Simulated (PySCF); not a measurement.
A made-up structure of ZnBH3, singlet:

```
5
angstrom
B -0.2234 -0.8027 0.2943
Zn 0.3001 1.0839 -0.3999
H -1.2594 -1.0213 0.8591
H 0.4855 -1.7619 0.1627
H 0.1726 -1.5135 -0.5183
```

It is relaxed with PBE-D4/def2-SVP and then PBE0-D4/def2-TZVP (PySCF 2.14 with density fitting (its default auxiliary sets; JK sets also for MP2 and CCSD(T))). Atoms count as bonded within 1.22 times the sum of their covalent radii (H–H: 0.88 Å). The end point is not checked to be a true minimum.

Q: Does its bonding change? (Judge from chemistry; the calculation decides.)

A: By the calculation: Yes. Formed: none; broken: H4–H5.

Where it ends: The first stage lowers the energy by 3.82 eV in 13 steps. It ends as ZnBH₃ ([BH3][Zn]):
```
5
angstrom
B -0.2406 -1.1731 0.0947
Zn 0.5335 0.9295 0.0130
H -1.2058 -0.8900 0.7516
H 0.7372 -1.6093 0.6395
H -0.3470 -1.2748 -1.0976
```

Labels in which every atom is bracketed show which atoms are joined, not bond orders.

For scale, one of the runs: PBE0-D4/def2-TZVP relaxation, 97 basis functions, launched by `OMP_NUM_THREADS=2 python run.py`. The run took 16 s on 2 CPU threads of an Intel Xeon (shared host), with 0.94 GiB of host memory at its peak.
